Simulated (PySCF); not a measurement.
C3H8As, SMILES C[As]([CH2])C, multiplicity 2. The structure is a stationary point at r2SCAN-D4/def2-SVP. The isomer is the one that the SMILES or the coordinates give; other isomers of the formula were not compared.

The numbers are results of r2SCAN-D4/def2-SVP (PySCF 2.14.0), not measurements.

Harmonic wavenumbers (cm⁻¹): 149, 158, 178, 208, 216, 233, 511, 572, 587, 641, 722, 780, 850, 871, 895, 1243, 1258, 1351, 1429, 1431, 1440, 1441, 3039, 3040, 3126, 3159, 3159, 3162, 3163, 3250. Rotational constants (GHz): 5.093, 4.826, 3.445; symmetry number 1.

Task: Work out the zero-point energy and the ideal-gas rigid-rotor harmonic-oscillator thermochemistry at 298.15 K and 1 atm.

Result: ZPE = ½ Σ hcν = ½ × 42263 cm⁻¹ = 60.42 kcal/mol. H − E(el) = 65.67 kcal/mol. Entropy in cal/(mol K): translation 40.24, rotation 25.74, vibration 16.63, spin 1.38, total 83.99. G − E(el) = 40.63 kcal/mol. Cp = 27.31 cal/(mol K). Modes under 150 cm⁻¹ make the vibrational entropy uncertain.
